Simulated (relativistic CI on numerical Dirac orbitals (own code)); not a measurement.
## Mn+ in a cubic cluster: 3s photoemission with charge transfer

Computed with a charge-transfer multiplet model of a cubic metal-ligand cluster with up to 2 ligand holes, Slater and spin-orbit integrals from Dirac-Coulomb-Breit ions, Slater integrals scaled by 0.8. The ground state mixes d6 with configurations of k ligand holes L, whose averages lie at kΔ + k(k − 1)U_dd/2; a core hole lowers each added d electron by U_cd. 300 K, Lorentzian 1.4 eV and Gaussian 0.8 eV FWHM.

Atomic integrals in eV (Slater integrals scaled, ζ unscaled), ground: F2dd 7.203, F4dd 4.433, zeta_d 0.031; with the core hole: F2dd 8.355, F4dd 5.195, zeta_d 0.039, G2cd 8.770.

Cluster parameters (eV): Δ = 9, U_dd = 5.8, 10Dq = 0.65, 10Dq(ligand) = 1.1, V(eg) = 1.4, V(t2g) = -0.62, final-state hopping factor = 0.9.

```csv
Case,n_d,d6,d7L,d8L2,S
U_cd = 5.3 eV,6.04,0.96,0.04,0.00,2.00
U_cd = 5.9 eV,6.04,0.96,0.04,0.00,2.00
U_cd = 7.1 eV,6.04,0.96,0.04,0.00,2.00
U_cd = 8.3 eV,6.04,0.96,0.04,0.00,2.00
U_cd = 8.9 eV,6.04,0.96,0.04,0.00,2.00
```

Weights, n_d and S are thermal averages at 300 K. Binding energies count from the first peak over 30 % of the highest in each spectrum, which can be another peak from case to case. The parameters are a model scan and need not match a compound or its usual spin state. Peaks in eV (height, largest 100):
- U_cd = 5.3 eV: 0.0 (100), 8.7 (60)
- U_cd = 5.9 eV: 0.0 (100), 8.7 (60), 12.5 (5)
- U_cd = 7.1 eV: 0.0 (100), 5.0 (10), 8.5 (58), 11.7 (10)
- U_cd = 8.3 eV: 0.0 (100), 3.9 (14), 8.3 (53), 11.1 (17)
- U_cd = 8.9 eV: 0.0 (100), 3.4 (18), 8.1 (49), 10.8 (21)

For the case U_cd = 7.1 eV, Δ = 9 eV is larger than U_dd = 5.8 eV, the Mott-Hubbard side of the Zaanen-Sawatzky-Allen scheme. With the core hole the configuration with one ligand hole lies at Δ − U_cd = 3.7, 3.1, 1.9, 0.7, 0.1 eV from the one without, in the order of the table; where this is negative the screened configuration lies lower, though the effective hopping of about 1.9 eV (from the holes of the mixed ground state) mixes the two strongly wherever it is as large as the gap.

Without intra-shell correlation the exchange splitting of the 3s hole comes out too large.
